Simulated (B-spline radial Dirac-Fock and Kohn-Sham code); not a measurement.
**Atomic thallium: differential elastic cross section for electrons at 7.62 keV**

Level of theory: relativistic (Dirac) partial waves in the static field of the Dirac-Fock atom with Furness-McCarthy exchange, without polarisation or absorption potentials; a radial atomic solver.

The run's input, task.json:

```json
{"items": [{
  "Z": 81,
  "q": 0,
  "cfg": [[1, 0, 2], [2, 0, 2], [2, 1, 6], [3, 0, 2], [3, 1, 6], [3, 2, 10], [4, 0, 2], [4, 1, 6], [4, 2, 10], [4, 3, 14], [5, 0, 2], [5, 1, 6], [5, 2, 10], [6, 0, 2], [6, 1, 1]],
  "A": 205,
  "rrms": 5.4759,
  "do": "elastic",
  "energies": [[7620.0, 0]],
  "theta": [0, 10, 20, 30, 40, 50, 60, 70, 80, 90, 100, 110, 120, 130, 140, 150, 160, 170, 180]
}]}
```

Run with: `python xray2_run.py task.json out`

```tsv
θ (°)	dσ/dΩ (Å²/sr)	Sherman function
0	87.1	0.000
10	1.17	0.000
20	0.156	0.007
30	0.0509	0.004
40	0.0240	-0.028
50	0.0138	-0.048
60	0.00898	-0.008
70	0.00617	0.080
80	0.00428	0.167
90	0.00302	0.189
100	0.00232	0.080
110	0.00218	-0.122
120	0.00258	-0.252
130	0.00341	-0.259
140	0.00451	-0.210
150	0.00567	-0.150
160	0.00669	-0.094
170	0.00739	-0.045
180	0.00763	0.000
```

The total elastic cross section is 1.03 Å², the first transport cross section 0.0686 Å² and the second, weighted with (3/2) sin²θ, 0.0987 Å². The mean deflection is ⟨1 − cos θ⟩ = 0.0665, and 2.1 % of the collisions scatter beyond 90°.

On this grid of angles the cross section has a minimum near 110°.

Values without a named source are computed, but for edge energies of neutral atoms, which are taken from tables.
